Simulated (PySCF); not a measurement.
PySCF job for C₄H₇Cl, SMILES C[C@@H]1C[C@H]1Cl, TPSSh-D3(BJ)/def2-SVP. Geometry optimised at TPSSh-D3(BJ)/def2-SVP.

```python
import numpy as np
from pyscf import gto, scf, dft, df
from pyscf.hessian import thermo

mol = gto.M(
    atom='''
    C     2.31317319    0.52566512   -0.05268334
    C     1.03382196   -0.26809826    0.08629742
    C     0.29082912   -0.79360616   -1.12350494
    C    -0.27968130    0.33351824   -0.31619500
    Cl   -1.72095096    0.05398724    0.68483384
    H     2.47802945    1.16906441    0.82643944
    H     2.28447859    1.17115370   -0.94497212
    H     3.18213838   -0.14476449   -0.15264303
    H     0.97994665   -0.91499993    0.96820869
    H     0.67110242   -0.55475208   -2.12175848
    H    -0.19592427   -1.76795901   -1.03834164
    H    -0.29246280    1.33960063   -0.74259296
    ''',
    basis='def2-SVP',
    charge=0,
    spin=0,
    max_memory=1600,
    verbose=3,
)
mf = dft.RKS(mol, xc='tpssh').density_fit(auxbasis='def2-universal-jkfit')
mf.disp = 'd3bj'
mf.grids.level = 4
mf.conv_tol = 1e-11
mf.max_cycle = 100
mf.kernel()

# [left out here: the lines that compute and print the analytic Hessian (its translational invariance restored by hand, since the grid's response is missing), thermochemistry and intensities]
```

Output:

```
converged SCF energy = -616.598864695116

WARN: MGGA Hessian is sensitive to dft grids. grids.level 4 may not be dense enough.


WARN: DFTD3 does not support analytical Hessian, using finite difference


WARN: Mole.unit (angstrom) is changed to Bohr

Mode                                 0                   1                   2
Irrep
Freq [cm^-1]                      193.0494            209.3586            263.5190
Reduced mass [au]                   1.7918              1.6246              2.4216
Force const [Dyne/A]                0.0393              0.0420              0.0991
Char temp [K]                     277.7550            301.2204            379.1451
Normal mode                   x     y     z       x     y     z       x     y     z
       0   C                -0.05  0.02  0.09   -0.05  0.06  0.05    0.03 -0.05  0.05
       1   C                -0.03 -0.02 -0.06    0.01 -0.06 -0.04   -0.07  0.11 -0.00
       2   C                -0.01 -0.02 -0.07    0.02 -0.06 -0.04   -0.01 -0.02  0.02
       3   C                -0.02 -0.03 -0.07    0.00 -0.08 -0.03   -0.06  0.05 -0.11
       4  Cl                 0.05  0.02  0.04    0.01  0.04  0.02    0.04 -0.03  0.01
       5   H                -0.35  0.24 -0.01    0.01 -0.24  0.27    0.18 -0.23  0.15
       6   H                 0.15 -0.19 -0.07   -0.23  0.39  0.30    0.10  0.10  0.16
       7   H                 0.03  0.07  0.49   -0.01  0.17 -0.30   -0.09 -0.18 -0.10
       8   H                -0.08 -0.03 -0.07    0.03 -0.10 -0.07   -0.18  0.20  0.06
       9   H                -0.02  0.00 -0.07   -0.03 -0.04 -0.06    0.03 -0.09  0.02
      10   H                 0.01 -0.04 -0.09    0.07 -0.09 -0.03    0.00 -0.02  0.07
      11   H                -0.03 -0.03 -0.08    0.03 -0.08 -0.04   -0.16  0.01 -0.21
Mode                                 3                   4                   5
Irrep
Freq [cm^-1]                      345.5153            412.7213            667.9720
[...]
Reduced mass [au]                   1.5428              1.2364              1.6325
Force const [Dyne/A]                1.0761              0.8725              1.2217
Char temp [K]                    1565.4617           1574.6086           1621.5506
Normal mode                   x     y     z       x     y     z       x     y     z
       0   C                -0.00 -0.08 -0.04   -0.01 -0.02  0.01    0.05 -0.05 -0.06
       1   C                 0.04  0.06  0.04    0.02  0.02  0.01   -0.09  0.09  0.08
       2   C                -0.02  0.07 -0.05   -0.02  0.04 -0.07    0.02 -0.05 -0.01
       3   C                 0.02 -0.09 -0.01    0.03 -0.02  0.09    0.02  0.02  0.00
       4  Cl                -0.00  0.00 -0.00    0.00  0.01 -0.00   -0.00 -0.00  0.00
       5   H                -0.34 -0.11  0.05   -0.01  0.02 -0.01   -0.31 -0.07  0.03
       6   H                -0.11  0.08  0.09   -0.09 -0.04  0.00   -0.01  0.17  0.10
       7   H                 0.20  0.17  0.06   -0.01 -0.01 -0.01    0.26  0.21  0.09
       8   H                -0.11  0.39  0.27    0.10 -0.05 -0.04    0.17 -0.41 -0.27
       9   H                -0.06 -0.11 -0.11    0.40 -0.31  0.01   -0.04  0.05 -0.01
      10   H                 0.14  0.01  0.20   -0.17  0.13  0.09   -0.09  0.00 -0.07
      11   H                -0.01  0.02  0.26   -0.53 -0.22 -0.36    0.09 -0.02 -0.11
Mode                                15                  16                  17
Irrep
Freq [cm^-1]                     1187.5641           1230.5485           1271.2311
Reduced mass [au]                   1.7496              1.5934              1.2452
Force const [Dyne/A]                1.4538              1.4216              1.1856
Char temp [K]                    1708.6403           1770.4853           1829.0186
Normal mode                   x     y     z       x     y     z       x     y     z
       0   C                 0.03  0.07 -0.08   -0.01 -0.00 -0.00    0.01 -0.03  0.03
       1   C                -0.08 -0.11  0.06    0.04 -0.05  0.09   -0.01 -0.00 -0.02
       2   C                 0.04  0.05 -0.03    0.00 -0.05 -0.07    0.02  0.01 -0.05
       3   C                 0.01  0.01  0.04   -0.04  0.10 -0.01   -0.09  0.03  0.06
       4  Cl                 0.00 -0.00  0.00    0.00  0.00 -0.00    0.00 -0.01  0.00
       5   H                 0.01 -0.12  0.07    0.01 -0.05  0.03    0.01  0.07 -0.04
       6   H                 0.35  0.18  0.00    0.03  0.01  0.01   -0.09 -0.05  0.01
       7   H                -0.01 -0.02  0.12   -0.02 -0.01  0.05    0.07  0.06 -0.07
       8   H                -0.37  0.01  0.13    0.45  0.05  0.21    0.34  0.25  0.19
       9   H                -0.16 -0.08 -0.13   -0.24 -0.05 -0.18    0.02 -0.12 -0.09
      10   H                 0.11  0.04  0.20    0.20 -0.17 -0.09   -0.05  0.04 -0.02
      11   H                 0.02 -0.12 -0.27   -0.37  0.15  0.07    0.59 -0.14 -0.39
Mode                                18                  19                  20
Irrep
Freq [cm^-1]                     1390.8944           1419.9778           1474.0590
Reduced mass [au]                   1.3244              1.4346              1.3990
Force const [Dyne/A]                1.5095              1.7043              1.7910
Char temp [K]                    2001.1874           2043.0319           2120.8427
Normal mode                   x     y     z       x     y     z       x     y     z
       0   C                -0.03 -0.04  0.03    0.12  0.05  0.01   -0.02  0.01 -0.03
       1   C                -0.11 -0.03 -0.04   -0.09 -0.04 -0.02    0.08  0.01  0.03
       2   C                 0.01  0.00 -0.00    0.00  0.00 -0.01   -0.01 -0.07 -0.08
       3   C                 0.06 -0.02 -0.02    0.03 -0.01 -0.02   -0.06  0.03  0.01
       4  Cl                -0.00  0.00  0.00   -0.00  0.00  0.00    0.00 -0.00 -0.00
       5   H                 0.26  0.20 -0.19   -0.37 -0.02  0.14    0.19 -0.21  0.09
       6   H                 0.26  0.09  0.10   -0.37 -0.11 -0.09   -0.17 -0.02 -0.04
       7   H                 0.20  0.27 -0.10   -0.21 -0.34 -0.07    0.03  0.03  0.31
       8   H                 0.31  0.12  0.09    0.22  0.07  0.08   -0.14 -0.04 -0.03
       9   H                 0.04  0.33  0.10    0.03  0.22  0.06    0.19  0.42  0.12
      10   H                -0.01  0.05  0.36    0.02  0.03  0.27   -0.13  0.04  0.44
      11   H                -0.14 -0.00  0.05   -0.06 -0.00  0.02    0.09  0.02 -0.03
Mode                                21                  22                  23
Irrep
Freq [cm^-1]                     1482.4286           1495.8967           3027.6016
Reduced mass [au]                   1.0443              1.1981              1.0356
Force const [Dyne/A]                1.3521              1.5796              5.5929
Char temp [K]                    2132.8847           2152.2624           4356.0446
Normal mode                   x     y     z       x     y     z       x     y     z
       0   C                 0.02 -0.04 -0.03   -0.01 -0.02  0.03   -0.04 -0.02  0.00
       1   C                 0.01 -0.02 -0.01    0.08  0.00  0.04    0.00  0.00  0.00
       2   C                 0.00  0.00  0.01   -0.01 -0.04 -0.04    0.00 -0.00 -0.00
       3   C                -0.00  0.00 -0.00   -0.04  0.02  0.01    0.00  0.00  0.00
       4  Cl                 0.00 -0.00  0.00    0.00 -0.00 -0.00   -0.00  0.00 -0.00
       5   H                 0.09  0.37 -0.32   -0.41  0.30 -0.14    0.07  0.32  0.45
       6   H                -0.26  0.52  0.39    0.37  0.10  0.09   -0.03  0.33 -0.46
       7   H                -0.15 -0.29  0.34   -0.16 -0.13 -0.50    0.44 -0.36 -0.05
       8   H                -0.02  0.02  0.01   -0.16 -0.07 -0.02   -0.00  0.00 -0.01
       9   H                -0.01 -0.03 -0.01    0.07  0.16  0.04   -0.00 -0.00  0.01
      10   H                 0.01 -0.00 -0.03   -0.05  0.00  0.17    0.00  0.00 -0.00
      11   H                 0.01  0.00 -0.00    0.04  0.02 -0.02   -0.00 -0.01  0.00
Mode                                24                  25                  26
Irrep
Freq [cm^-1]                     3109.8114           3112.8353           3124.2491
Reduced mass [au]                   1.1031              1.1030              1.0567
Force const [Dyne/A]                6.2851              6.2968              6.0769
Char temp [K]                    4474.3262           4478.6769           4495.0989
Normal mode                   x     y     z       x     y     z       x     y     z
       0   C                 0.05 -0.08 -0.00   -0.01 -0.00 -0.09    0.00 -0.00  0.00
       1   C                 0.00  0.00 -0.01   -0.00 -0.01  0.01   -0.00 -0.00 -0.00
       2   C                 0.00 -0.00 -0.00    0.00  0.00  0.00   -0.00  0.03  0.06
       3   C                -0.00  0.00 -0.00   -0.00 -0.00  0.00    0.00  0.00 -0.00
       4  Cl                -0.00  0.00  0.00   -0.00  0.00  0.00    0.00 -0.00 -0.00
       5   H                 0.06  0.20  0.29    0.10  0.41  0.55   -0.00 -0.01 -0.01
       6   H                -0.01  0.24 -0.35    0.02 -0.38  0.51    0.00  0.02 -0.03
       7   H                -0.60  0.47  0.07   -0.04  0.03 -0.01   -0.01  0.01  0.00
       8   H                -0.00 -0.05  0.07    0.01  0.09 -0.12   -0.00 -0.01  0.01
       9   H                -0.01 -0.00  0.02    0.01  0.01 -0.02    0.27  0.18 -0.70
      10   H                 0.01  0.01 -0.00   -0.01 -0.02  0.00   -0.26 -0.52  0.06
      11   H                -0.00 -0.01  0.00    0.00  0.01 -0.00    0.00 -0.05  0.02
Mode                                27                  28                  29
Irrep
Freq [cm^-1]                     3153.2659           3179.7747           3225.1316
Reduced mass [au]                   1.0908              1.0918              1.1179
Force const [Dyne/A]                6.3900              6.5042              6.8507
Char temp [K]                    4536.8476           4574.9878           4640.2463
Normal mode                   x     y     z       x     y     z       x     y     z
       0   C                -0.01  0.01 -0.01   -0.00  0.00 -0.00    0.00 -0.00  0.00
       1   C                 0.00  0.05 -0.07    0.00  0.00 -0.00    0.00 -0.00  0.00
       2   C                -0.00 -0.00  0.00   -0.00 -0.01 -0.00   -0.04 -0.07  0.05
       3   C                 0.00 -0.00  0.00   -0.00  0.08 -0.03   -0.00 -0.00  0.00
       4  Cl                -0.00 -0.00  0.00   -0.00 -0.00  0.00    0.00  0.00 -0.00
       5   H                 0.01  0.05  0.06   -0.00  0.00  0.01    0.00  0.00 -0.00
       6   H                 0.00 -0.08  0.11   -0.00 -0.01  0.02    0.00  0.01 -0.01
       7   H                 0.06 -0.04 -0.01    0.00 -0.00 -0.00   -0.00  0.00  0.00
       8   H                -0.05 -0.56  0.75    0.00 -0.03  0.03    0.00  0.03 -0.04
       9   H                 0.01  0.01 -0.02   -0.00  0.00 -0.00    0.20  0.12 -0.52
      10   H                 0.01  0.04 -0.00    0.04  0.07 -0.01    0.33  0.67 -0.06
      11   H                 0.00  0.04 -0.02    0.02 -0.87  0.37   -0.00  0.06 -0.02
temperature 298.1500 [K]
pressure 101325.00 [Pa]
Rotational constants [GHz] 9.71685 2.19613 1.96693
Symmetry number 1
Zero-point energy (ZPE) 0.09997 [Eh]   262458.843 [J/mol]
                           tot       elec      trans        rot        vib
Entropy [J/mol/K]       315.271      0.000    164.942    110.626     39.702
Cv [J/mol/K]             83.470      0.000     12.472     12.472     58.527
Cp [J/mol/K]             91.785      0.000     20.786     12.472     58.527
Internal energy [J/mol]                      3718.434   3718.434 269882.948
Internal energy [Eh]   -616.49324  -616.59886
Enthalpy [J/mol]                             6197.391   3718.434 269882.948
Enthalpy [Eh]          -616.49229
Gibbs free energy [J/mol]                  -42980.078 -29264.850 258045.701
Gibbs free energy [Eh] -616.52810
mode   freq/cm-1   IR/(km/mol)
   1      193.05         0.250
   2      209.36         0.261
   3      263.52         0.696
   4      345.52         4.014
   5      412.72         0.366
   6      667.97        17.866
   7      799.90         7.370
   8      857.23         1.748
   9      905.22        10.624
  10      942.89         6.914
  11     1028.56         5.408
  12     1059.00        15.348
  13     1088.05         3.481
  14     1094.41         0.964
  15     1127.03         0.562
  16     1187.56         0.745
  17     1230.55         0.488
  18     1271.23        30.363
  19     1390.89         2.068
  20     1419.98         1.721
  21     1474.06        10.871
  22     1482.43         2.702
  23     1495.90         6.259
  24     3027.60        32.141
  25     3109.81        21.166
  26     3112.84        18.606
  27     3124.25         8.154
  28     3153.27         6.797
  29     3179.77         5.512
  30     3225.13         3.123
max |gradient| / (hartree/bohr): 3.3292011676534325e-06
APT charges: [ 0.1034  0.0261 -0.0538  0.3331 -0.3313 -0.0266 -0.0202 -0.0335 -0.0023
 -0.0016  0.0232 -0.0165]
```

The run converged.

Cost: roughly 7 core-minutes.
